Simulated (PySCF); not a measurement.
## Ge (germanium, neutral) across methods

[Ar] 3d10 4s2 4p1 5s1, high-spin 3P determinant (an excited configuration). All numbers are calculated (PySCF 2.14, scalar relativity through the core potential, in aug-cc-pVQZ-PP with one added diffuse shell each of s, p, d, f, g type with ECP10MDF (8s7p6d4f3g, 114 functions)).

```tsv
method	E (hartree)	mean ε 4s β (eV)	mean ε 4p α (eV)	mean ε 5s α (eV)	Σ⟨r²⟩ (bohr²)	⟨S²⟩
UHF	-293.19246	-17.916	-11.304	-3.021	84.38	2.010
r2SCANh	-294.2363	-15.477	-8.103	-2.114	76.86	2.005
PW91	-294.4768	-14.787	-7.308	-2.031	75.96	2.002
LDA	-293.8932	-15.066	-7.234	-2.039	74.68	2.001
revPBE	-294.4250	-14.591	-7.270	-2.009	76.62	2.002
PBE0	-294.3255	-15.742	-8.392	-2.343	77.13	2.003
PBE	-294.3658	-14.700	-7.263	-2.014	76.11	2.002
```

**Question.** Estimate the same row for r2SCAN.

**Answer.** E (hartree) = -294.2400; mean ε 4s β (eV) = -15.094; mean ε 4p α (eV) = -7.709; mean ε 5s α (eV) = -1.990; Σ⟨r²⟩ (bohr²) = 76.62; ⟨S²⟩ = 2.005.

Energies and moments cover only the electrons outside the core potential. The outer electron is Rydberg-like, and this basis confines it to a smaller radius and binds it less than a complete one would.
